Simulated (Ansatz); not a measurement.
The cluster Rh₅. Charge 0, multiplicity 2. Geometry PBE0-D4/def2-SVP; atoms count from 1.

```xyz
5

Rh    0.296    1.438    0.242
Rh    0.417   -0.423    2.009
Rh   -1.384   -0.589    0.141
Rh    1.183   -0.801   -0.413
Rh   -0.512    0.375   -1.979
```

In the def2 sets Rh takes a core potential; there is no spin–orbit coupling. The charge 0 doublet is spin-contaminated (final ⟨S²⟩ up to 3.82, 0.75 for a pure state). The structure comes from a short search, and lower isomers may exist.

Question: Estimate the Mulliken populations from the PBE0/def2-TZVP orbitals of Ansatz.

Answer: 
```
atom  charge (e)  spin (α − β)  d electrons
 Rh1        0.04          1.28         8.17
 Rh2       -0.04          1.35         8.29
 Rh3        0.05         -1.25         8.12
 Rh4        0.04          1.28         8.17
 Rh5       -0.09         -1.66         8.17
```
Mulliken values depend strongly on the basis.

Question: Where does the spin sit?

Answer: Summed by element: Rh 1.00, of 1 unpaired in all. Largest on single atoms: Rh5 -1.66, Rh2 1.35, Rh1 1.28.

Question: And the Mayer bond orders between heavy atoms (over 0.3)?

Answer: Rh1–Rh2 0.74 (2.57 Å); Rh1–Rh3 0.47 (2.63 Å); Rh1–Rh4 0.81 (2.50 Å); Rh1–Rh5 0.69 (2.59 Å); Rh2–Rh3 0.65 (2.60 Å); Rh2–Rh4 0.74 (2.57 Å); Rh3–Rh4 0.47 (2.63 Å); Rh3–Rh5 0.97 (2.49 Å); Rh4–Rh5 0.69 (2.59 Å).
